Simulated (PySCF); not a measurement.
Species: C7H12BF.
Atom-mapped SMILES: `[CH2:1]=[CH:2][C@@H:3]1[BH:4][CH2:5][C@H:6]([F:7])[C@@H:8]1[CH3:9]` (hydrogens: H10, H11 on C1; H12 on C2; H13 on C3; H14 on B4; H15, H16 on C5; H17 on C6; H18 on C8; H19, H20, H21 on C9)

Cartesian coordinates in Å at the PBE0-D3(BJ)/def2-SVP level; atoms count from 1:
```xyz
21
C7H12BF angstrom
C      2.4714   -0.4652   -1.0562
C      1.2569   -0.0326   -0.6805
C      0.5765   -0.4133    0.6136
B      0.2416   -1.8193   -0.0041
C     -1.2610   -1.7614   -0.4811
C     -1.7116   -0.3223   -0.2480
F     -1.5684    0.3954   -1.4320
C     -0.7855    0.2638    0.8291
C     -0.7853    1.7828    0.8823
H      3.0893   -1.0864   -0.4002
H      2.8926   -0.1896   -2.0262
H      0.6674    0.5523   -1.3926
H      1.2648   -0.3540    1.4674
H      0.9714   -2.7796   -0.0056
H     -1.5233   -2.1257   -1.4856
H     -1.7869   -2.4316    0.2287
H     -2.7747   -0.2260    0.0320
H     -1.1755   -0.1181    1.7900
H     -0.1350    2.1446    1.6929
H     -0.4241    2.2153   -0.0618
H     -1.7978    2.1780    1.0599
```

Level: PBE0/pcSseg-1 in PySCF, non-relativistic, on one gas-phase PBE0-D3(BJ)/def2-SVP geometry that isn't relaxed in the solvent. The solvent is an IEF-PCM continuum (van der Waals radii × 1.2). The model holds no explicit solvent molecules, cavitation or dispersion.

Gas phase at PBE0/pcSseg-1: HOMO -7.26 eV, LUMO -1.01 eV, dipole 1.32 D.

**Question.** What does the continuum do to the energy, the frontier levels and the dipole at PBE0/pcSseg-1 in benzene and dichloromethane?

**Answer.** 
| solvent | ε | E(solvent) − E(gas) (kcal/mol) | polarisation term (kcal/mol) | distortion of the solute (kcal/mol) | HOMO (eV) | LUMO (eV) | dipole (D) |
| --- | --- | --- | --- | --- | --- | --- | --- |
| benzene | 2.271 | -1.39 | -1.46 | 0.07 | -7.21 | -0.96 | 1.51 |
| dichloromethane | 8.93 | -2.68 | -2.98 | 0.30 | -7.20 | -0.94 | 1.74 |

Polarisation term: ½ Σ q·V over the induced surface charges. Distortion: the rise of the solute's own energy as its density leaves the gas-phase optimum. From benzene to dichloromethane the lowering changes by a factor 1.94, Onsager's factor (ε − 1)/(2ε + 1) by 1.83 and ε itself by 3.9.

**Question.** Which radius a makes the point-dipole formula ΔE = −[(ε − 1)/(2ε + 1)]·μ²/a³ give the value in dichloromethane, with the gas-phase dipole?

**Answer.** μ = 0.521 au and |ΔE| = 0.00428 Eh give a = 1.58 Å; the farthest nucleus lies 3.60 Å from the centroid of the nuclei, so such a sphere wouldn't even hold the nuclei. The formula assumes a rigid point dipole at the centre of a sphere.

**Question.** Give the dipole vector in the frame of the coordinates (D, pointing from negative to positive charge), gas and dichloromethane.

**Answer.** Gas (0.06, -0.38, 1.27), solvent (-0.05, -0.50, 1.66). Its length changes by +31 % and its direction by 4°.

**Question.** Which ESP-fitted charges (PBE0/pcSseg-1) respond most in benzene (means over atoms taken as equivalent)?

**Answer.** 
```
atoms                environment  gas (e)  solvent (e)  change
   C5  sp3 carbon bound to boron   -0.558       -0.571  -0.013
   F7             alkyl fluorine   -0.252       -0.265  -0.013
   C9              methyl carbon   -0.577       -0.587  -0.010
  H16         methylene hydrogen   +0.156       +0.166  +0.010
   C1       terminal =CH2 carbon   -0.447       -0.456  -0.009
  H18           methine hydrogen   +0.032       +0.038  +0.006
  H10           vinylic hydrogen   +0.196       +0.201  +0.005
  H11           vinylic hydrogen   +0.182       +0.187  +0.005
   C2           alkene CH carbon   +0.012       +0.007  -0.005
  H17           methine hydrogen   +0.034       +0.038  +0.004
  H14               B–H hydrogen   -0.108       -0.112  -0.004
   C6             sp3 C–F carbon   +0.263       +0.267  +0.004
```

**Question.** How do the nuclear quadrupole coupling constants eQVzz/h respond in benzene?

**Answer.** 
```
  nucleus  Q (barn)  gas (MHz)  solvent (MHz)  η gas  η solvent
11B at B4   0.04059       5.27           5.26   0.06       0.06
```
